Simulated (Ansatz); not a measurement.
# Nudged elastic band run: H7N3Si

Input file:

```yaml
crystal:
  periodic: [false, false, false]
  atoms:
    - { symbol: "N", position_ang: [-1.259658, 0.945377, -0.087309] }
    - { symbol: Si, position_ang: [0.323372, 0.214329, 0.002596] }
    - { symbol: "N", position_ang: [0.400062, -0.336568, 1.655514] }
    - { symbol: "N", position_ang: [0.466197, -0.975682, -1.265766] }
    - { symbol: H, position_ang: [-1.53773, 1.32364, -0.98845] }
    - { symbol: H, position_ang: [-1.487438, 1.614593, 0.643741] }
    - { symbol: H, position_ang: [1.539254, 1.078845, -0.186022] }
    - { symbol: H, position_ang: [1.293615, -0.731266, 1.938972] }
    - { symbol: H, position_ang: [-0.339995, -0.975153, 1.939155] }
    - { symbol: H, position_ang: [1.031779, -0.733049, -2.072805] }
    - { symbol: H, position_ang: [-0.364158, -1.482067, -1.559125] }
basis:
  gaussian: { orbitals: cc-pVDZ }
hamiltonian:
  xc: pbe0
neb:
  order_check: false
  images: 8
  f_tol: 0.03
  max_iterations: 60
  initial_path: idpp
  climbing: false
  final_atoms:
    - { symbol: "N", position_ang: [-1.13563759, 1.21648324, 0.07591585] }
    - { symbol: Si, position_ang: [0.31372467, 0.2412058, 0.03015122] }
    - { symbol: "N", position_ang: [0.16604152, -0.77492813, 1.4345319] }
    - { symbol: "N", position_ang: [0.6706452, -0.8870588, -1.25577595] }
    - { symbol: H, position_ang: [-2.02674319, 0.72773502, 0.03587012] }
    - { symbol: H, position_ang: [-1.16378511, 2.01559473, -0.55139603] }
    - { symbol: H, position_ang: [1.42267342, 1.25256609, -0.06266546] }
    - { symbol: H, position_ang: [0.91498776, -1.44403647, 1.58657743] }
    - { symbol: H, position_ang: [-0.06145166, -0.30667787, 2.30673571] }
    - { symbol: H, position_ang: [0.98329209, -0.48660288, -2.13599965] }
    - { symbol: H, position_ang: [-0.01844711, -1.61128172, -1.44344414] }
```

Command:

```bash
$ ansatz run input.yaml --threads 2 --pin off --max-ram 3072MiB --backend cpu --events-out ev --progress --plain --runs-dir out
```

Output, in part (warnings, iteration lines, the closing report on the highest movable image, with atoms numbered from 0):

```
NEB end point (image 0): max|allowed force component| = 7.697e-3 eV/Å (the criterion of neb.relax_end_points is 1.000e-2)
NEB end point (image 9): max|allowed force component| = 1.801e-3 eV/Å (the criterion of neb.relax_end_points is 1.000e-2)
NEB iter   1: max|band force component| = 8.563e-1 eV/Å  barrier→ = 0.2044 eV  barrier← = 0.2438 eV  Δτ_max = 0.1027 Å  (247 SCF iters)
NEB iter   2: max|band force component| = 5.371e-1 eV/Å  barrier→ = 0.1446 eV  barrier← = 0.1839 eV  Δτ_max = 0.2000 Å  (222 SCF iters)
NEB iter   3: max|band force component| = 2.667e-1 eV/Å  barrier→ = 0.1010 eV  barrier← = 0.1403 eV  Δτ_max = 0.0484 Å  (218 SCF iters)
NEB iter   4: max|band force component| = 1.494e-1 eV/Å  barrier→ = 0.0934 eV  barrier← = 0.1328 eV  Δτ_max = 0.1167 Å  (220 SCF iters)
NEB iter   5: max|band force component| = 2.177e-1 eV/Å  barrier→ = 0.0932 eV  barrier← = 0.1326 eV  Δτ_max = 0.0438 Å  (221 SCF iters)
NEB iter   6: max|band force component| = 2.999e-2 eV/Å  barrier→ = 0.0905 eV  barrier← = 0.1298 eV  Δτ_max = 0.0000 Å  (427 SCF iters)
Total energy: -12455.26382706 eV, -457.7225031633 hartree
Atom 0 at    -1.252495     1.010823     0.085597 Å, force     0.004184    -0.021230    -0.021492 eV/Å
Atom 1 at     0.333463     0.247266     0.103210 Å, force     0.010006     0.010846     0.001953 eV/Å
Atom 2 at     0.307639    -0.787131     1.486599 Å, force    -0.005010     0.053345     0.047603 eV/Å
Atom 3 at     0.722838    -0.670788    -1.328339 Å, force    -0.015226     0.003587    -0.010533 eV/Å
Atom 4 at    -1.704598     0.987108    -0.825413 Å, force     0.006579     0.013064    -0.003671 eV/Å
Atom 5 at    -1.281403     1.971060     0.421372 Å, force    -0.001675    -0.013192     0.019196 eV/Å
Atom 6 at     1.421926     1.278777     0.201104 Å, force     0.010366    -0.005200    -0.019057 eV/Å
Atom 7 at     1.011682    -1.488161     1.676811 Å, force    -0.000027    -0.004998    -0.012456 eV/Å
Atom 8 at    -0.581231    -0.978784     1.931181 Å, force    -0.009129    -0.036195    -0.013526 eV/Å
Atom 9 at     0.951559    -0.158148    -2.175936 Å, force     0.002404    -0.003549     0.006136 eV/Å
Atom 10 at     0.135920    -1.469024    -1.555686 Å, force    -0.002472     0.003524     0.005846 eV/Å
Dipole moment:    -0.217645    -0.056215    -0.255478 e Å
```

The forces met the threshold. No image climbed, so the highest image needn't sit at the top of the path.

Final band (atoms are numbered from 1 in the order of the input):

```csv
image,path coordinate (Å),energy (eV),dihedral H5–N1–Si2–N3 (°)
0,0.00,0.000,-179
1,0.35,0.006,-172
2,0.69,0.026,-161
3,1.04,0.058,-147
4,1.38,0.090,-132
5,1.73,0.069,-120
6,2.07,0.035,-104
7,2.42,0.000,-88
8,2.77,-0.029,-73
9,3.11,-0.039,-60
```

Run time: 84 s on 2 threads of AMD EPYC 7R13 Processor (Zen 3), on a shared host, peak memory 0.23 GiB.
